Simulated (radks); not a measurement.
The numbers below are computed, except where a source is named.
Pt, configuration [Xe] 4f14 5d9 7f1 (not the ground configuration).

Code: a radial shooting solver on a logarithmic mesh with Libxc functionals. Model: scalar-relativistic Kohn-Sham, SCAN, spin-polarised, spherical densities, finite nucleus; open shells are filled with parallel spins first (spin-orbit coupling, left out, can overturn this in heavy ions); meta-GGA in the generalised Kohn-Sham scheme; Fermi nuclear charge, rms radius 5.427 fm.

Energy parts (hartree):
total: -18412.1366
kinetic: 20525.5746
electron-nucleus: -45725.6456
Hartree: 7143.3433
exchange-correlation: -355.4088

Orbitals (lengths in bohr, moments of r in powers of bohr; <r^-3> diverges for s and p1/2):
\begin{tabular}{lrrrrr}
orbital & occ. & eigenvalue (hartree) & <r^2> & <r^-3> & <r> \\ \hline
1s up & 1 & -2884.865 & 0.0004063 & - & 0.01715 \\
1s down & 1 & -2884.865 & 0.0004063 & - & 0.01715 \\
2s up & 1 & -508.0561 & 0.006198 & - & 0.07232 \\
2s down & 1 & -508.0544 & 0.006198 & - & 0.07232 \\
2p up & 3 & -440.2711 & 0.005201 & 24250 & 0.06522 \\
2p down & 3 & -440.2694 & 0.005201 & 24250 & 0.06522 \\
3s up & 1 & -120.0047 & 0.03996 & - & 0.1869 \\
3s down & 1 & -120.0040 & 0.03996 & - & 0.1869 \\
3p up & 3 & -100.1476 & 0.04102 & 5524 & 0.1881 \\
3p down & 3 & -100.1467 & 0.04102 & 5524 & 0.1881 \\
3d up & 5 & -78.55667 & 0.03406 & 689.2 & 0.1705 \\
3d down & 5 & -78.55496 & 0.03406 & 689.2 & 0.1705 \\
4s up & 1 & -26.22576 & 0.1942 & - & 0.4149 \\
4s down & 1 & -26.22236 & 0.1942 & - & 0.4149 \\
4p up & 3 & -19.68395 & 0.2215 & 1316 & 0.4415 \\
4p down & 3 & -19.68089 & 0.2215 & 1316 & 0.4415 \\
4d up & 5 & -11.70557 & 0.2534 & 143.6 & 0.4681 \\
4d down & 5 & -11.70221 & 0.2533 & 143.6 & 0.4681 \\
4f up & 7 & -2.87799 & 0.3253 & 27.11 & 0.5165 \\
4f down & 7 & -2.87362 & 0.3244 & 27.13 & 0.5160 \\
5s up & 1 & -4.10078 & 1.027 & - & 0.9564 \\
5s down & 1 & -4.07252 & 1.022 & - & 0.9540 \\
5p up & 3 & -2.40099 & 1.386 & 212.1 & 1.106 \\
5p down & 3 & -2.36730 & 1.383 & 213.6 & 1.105 \\
5d up & 5 & -0.51424 & 3.165 & 12.02 & 1.631 \\
5d down & 4 & -0.48528 & 3.234 & 11.87 & 1.645 \\
7f up & 1 & -0.00993 & 2389 & 0.0001676 & 46.01 \\
\end{tabular}

The highest occupied level is 7f up at -0.270 eV. The density falls to 0.001 e/bohr^3 at r = 3.83 bohr. The electron density at the nucleus is 2.116e+06 e/bohr^3 (large components only). Summed over all electrons, <r^2> = 2438 bohr^2, which gives a Langevin (diamagnetic) susceptibility term of -1.93e+03 x 10^-6 cm^3/mol. The spin density at the nucleus is -8.916 e/bohr^3 (1s -0.127, 2s -0.180, 3s -0.015, 4s 1.156, 5s -9.750). Spin moment in Bohr magnetons: 2.
